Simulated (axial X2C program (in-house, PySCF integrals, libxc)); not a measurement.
**PbO: from the spin-free to the two-component result**

Calculated with an in-house all-electron X2C program for linear molecules (integrals from PySCF). Spin-free means the one-electron spin-free X2C Hamiltonian; two-component (2c) means X2C with spin–orbit coupling and atomic mean-field two-electron Coulomb and Gaunt terms, so the difference of the two also holds small scalar two-electron terms. Basis: Pb dyall-cv4z [14s16p11d7f3g], O dyall-av4z [8s7p4d3f2g] (cores contracted in-house); Gaussian nuclei, density fitting, unrestricted open shells. Masses: Pb 207.977 u, O 15.995 u.

Spin-free state: M_S = 0, Λ = 0 (closed shell); fragments Pb + O.

```
level  Re (Å)  ωe (cm⁻¹)  De (eV)  μ (D)
 TPSS   1.929      739.3    5.274  -4.49
  LDA   1.908      760.9    6.682  -4.30
```

Dipoles are positive if O is the positive end.

Two-component determinant lowest at the distance of the search:

Ω = 0 (closed shell); fragments Pb + O.

```json
{"level": "TPSS", "Re (Å)": "1.929", "ωe (cm⁻¹)": "729.1", "De (eV)": "4.300", "μ (D)": "-4.38"}
{"level": "LDA", "Re (Å)": "1.907", "ωe (cm⁻¹)": "750.9", "De (eV)": "5.411", "μ (D)": "-4.19"}
```

(1) From the two tables, how do the constants change at the TPSS level (2c against spin-free)?

Occupations by symmetry block were frozen at the best pattern of an incomplete PBE0 search. Closed shells are restricted here (equal orbitals for both partners); the stretched side of such a curve lies too high. Dissociation energies refer to the lowest single-determinant-based atoms at the same level and basis. A 2c atom that is not at its ground J level misses part of its spin–orbit lowering, and De is too large by that part (0.04 eV or less for light atoms). This holds for TPSS, LDA. The functionals have no current-density term, which raises determinants with orbital currents, atoms included.

Answers

(1) At the TPSS level Re is unchanged within 0.001 Å and ωe goes down by 10.2 cm⁻¹; De is not compared, since the atomic limits differ or miss part of their spin–orbit lowering.
